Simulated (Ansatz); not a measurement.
Relaxation of Cl2H5HfNO2 (11 atoms, charge 0, multiplicity 1), to a largest force component of 0.03 eV/Å in at most 50 steps.

Level of theory: Ansatz, RKS BLYP-D4/def2-SVP.

```xyz
11
Properties=species:S:1:pos:R:3
Hf -0.063 0.099 0.121
N 0.092 0.083 2.276
H -0.662 -0.229 2.898
H 0.678 0.758 2.789
Cl 2.041 0.416 -0.949
Cl -1.312 2.034 -0.475
O -1.176 -1.386 -0.400
H -1.820 -1.879 -0.924
O 1.575 -2.466 1.287
H 0.874 -3.149 1.260
H 1.241 -1.836 1.983
```

**Question.** Where does it end, and by what steps?

**Answer.** The forces met the threshold. The force dipped under the threshold on the way, but the program's further checks kept it going. After 33 steps the energy has fallen by 0.464 eV; H11 moved furthest, 0.98 Å. Joined: Hf1–O9 (3.26 → 2.37 Å).

```csv
step,energy less start (eV),largest force component (eV/Å),accepted
0,0.0000,1.533,yes
2,-0.2611,0.892,yes
4,-0.3702,0.445,yes
6,-0.3967,0.086,yes
8,-0.4088,0.122,yes
10,-0.4203,0.472,yes
12,-0.4347,0.364,yes
14,-0.4481,0.371,yes
16,-0.4537,0.056,yes
18,-0.4574,0.373,yes
20,-0.4581,0.120,no
22,-0.4612,0.031,yes
24,-0.4621,0.084,yes
26,-0.4627,0.098,yes
28,-0.4629,0.077,yes
30,-0.4634,0.067,yes
32,-0.4636,0.011,yes
33,-0.4636,0.023,yes
```

```xyz
11
Properties=species:S:1:pos:R:3
Hf 0.127 -0.163 0.361
N -0.074 0.320 2.330
H -0.828 0.023 2.961
H 0.455 1.073 2.788
Cl 2.363 0.453 -0.348
Cl -1.140 1.492 -0.841
O -1.126 -1.672 -0.009
H -1.968 -1.619 -0.495
O 1.232 -2.218 0.771
H 0.525 -2.891 0.877
H 1.903 -2.354 1.469
```

Time of the run: 84 s on 4 threads of Arm Neoverse V2, with other jobs on the host, peak memory 0.21 GiB.
